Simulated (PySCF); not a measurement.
**UHF on K⁻ (potassium, charge -1)**

Configuration: [Ar] 4s2, closed-shell 1S. All numbers are calculated (PySCF 2.14, the spin-free X2C one-electron Hamiltonian (Gaussian nucleus), in aug-cc-pVDZ-X2C (6s5p3d, 36 functions)).

```json
{
 "Total energy": "-601.453674 hartree",
 "One-electron energy": "-829.2868 hartree",
 "Hartree (Coulomb) energy": "260.7517 hartree",
 "Exchange energy": "-32.9186 hartree",
 "⟨S²⟩": "0.0000",
 "⟨L²⟩": "0.000",
 "Sum of ⟨r⟩": "28.60 bohr",
 "Sum of ⟨r²⟩": "146.7 bohr²",
 "Langevin diamagnetic susceptibility": "-116 ×10⁻⁶ cm³/mol"
}
```

```
shell  electrons  mean orbital energy (hartree)  rms radius, mean of both spins (bohr)
   1s          2                     -134.01014                                 0.0937
   2s          2                      -14.47574                                  0.418
   2p          6                      -11.39866                                  0.388
   3s          2                       -1.63573                                   1.37
   3p          6                       -0.82792                                   1.56
   4s          2                       -0.00895                                   7.97
```

The outer electron is barely bound at this level, so radii and moments hang on the diffuse functions.

Densities and radii are taken from the X2C orbitals without a picture-change correction, which distorts them close to the nucleus.
